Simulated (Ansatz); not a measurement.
`O=[CH][GeH2][Cl]` + H₂ → `O=[CH][GeH3]` + HCl at 500 K and 1 bar (hydrogenolysis of a Ge–Cl bond).

Program: Ansatz. Geometries: PBE0-D4/def2-TZVP. ΔE: electronic, gas phase. CBS: MP2 limit from def2 TZ/QZ plus the TZ coupled-cluster correction, frozen cores. This one scheme is used for every species. For Ge outer-core shells are correlated without core-valence functions, which leaves a few kJ/mol of doubt a bond. Scalar relativity is left out up to krypton. One conformer a species, not always the lowest.

```
           species  CCSD(T)/CBS energy (Eh)  H − E (kJ/mol)  S (J/(mol·K))
`O=[CH][GeH2][Cl]`              -2650.92278           129.6          387.6
                H₂                 -1.17544            41.0          145.5
    `O=[CH][GeH3]`              -2191.69659           139.7          346.6
               HCl               -460.38127            32.5          201.9
```

H − E and S are ideal-gas, rigid-rotor, harmonic terms from PBE0-D4/def2-TZVP, for one conformer and one mirror image of each species. The MP2-based limit puts H₂ 0.8 mEh under its directly extrapolated value; such offsets cancel only in part. 1 Eh = 2625.50 kJ/mol, R = 8.31446 J/(mol·K).

Task: By hand: ΔE, ΔH, ΔS and ΔG.

Result: ΔE = (-2191.69659) + (-460.38127) − (-2650.92278) − (-1.17544) = 0.02036 Eh = 53.5 kJ/mol. Δ(H − E) = 139.7 + 32.5 − 129.6 − 41.0 = 1.6, so ΔH = 55.1 kJ/mol. ΔS = 346.6 + 201.9 − 387.6 − 145.5 = 15.4 J/(mol·K). ΔG = 55.1 − 500 × (15.4)/1000 = 47.4 kJ/mol.

Task: By hand: the equilibrium constant, and the temperature at which ΔG would vanish if ΔH and ΔS stayed fixed.

Result: log₁₀ K = −ΔG/(RT ln 10) = -5.0. ΔG = 0 at ΔH/ΔS = 3578 K, far beyond where these terms or the molecules hold.

ΔH outweighs TΔS. A doubt of 5 kJ/mol in ΔE shifts log₁₀ K by 0.5 here. Other conformers and mirror images would add mixing entropy, several J/(mol·K) or more a flexible species. Modes under 60 cm⁻¹, often nearly free rotors, make the harmonic entropy too high. These are equilibria of isolated gas molecules and say nothing of rates. Largest T1 diagnostic: 0.014 (customary marks: 0.02 for closed shells, 0.045 for open ones).
